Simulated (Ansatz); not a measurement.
Consider the formal exchange of groups at a B–F bond: `FB1CN1` + BH₃ → `BB1CN1` + H–F.

Calculated with Ansatz (gas phase, PBE0-D4/def2-TZVP geometries, no zero-point term in ΔE). CBS: MP2 limit from def2 TZ/QZ plus the TZ coupled-cluster correction, frozen cores. This one scheme is used for every species. Functionals use def2-TZVPP. B3LYP here is the variant with VWN-RPA as its local correlation; programs differ in this.

Q: Is it downhill or uphill in electronic energy at CCSD(T)/CBS, and by how much? (An estimate is asked.)

A: The calculation gave: Uphill: ΔE = +23.5 kcal/mol.

Q: What do these levels give: B3LYP-D4, ωB97X-V, ωB97M-V, PBE-QIDH, MP2/def2-SVP, HF/CBS(def2)? (Estimate.)

A: Computed: B3LYP-D4 24.7, ωB97X-V 25.1, ωB97M-V 25.4, PBE-QIDH 24.1, MP2/def2-SVP 30.5, HF/CBS(def2) 31.8 kcal/mol.

Largest T1 diagnostic among the species: 0.015.

At CCSD(T), def2-SVP lies +6.2 kcal/mol from the extrapolated value and def2-TZVPP +1.2 kcal/mol. Leaving LDA and LC-ωPBE aside and taking each functional with its dispersion term where it has one, the values, not all of them listed here, spread over 7.0 kcal/mol, from revPBE-D4 to BHLYP-D4. LDA lies −0.7 kcal/mol from PBE without D4.
